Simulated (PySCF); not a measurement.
BiH2F, SMILES [F][BiH2]. Geometry: B3LYP-D3(BJ)/def2-TZVP. The def2 effective core potentials stand for the cores of Bi; spin–orbit coupling is left out.

Computed equilibrium geometry at B3LYP-D3(BJ)/def2-TZVP (PySCF confirms it by a frequency run) as a Z-matrix, and its point group:
point group Cs.
```
Bi
F 1 2.0402
H 1 1.8061 2 93.81
H 1 1.8061 3 89.72 2 93.80
```
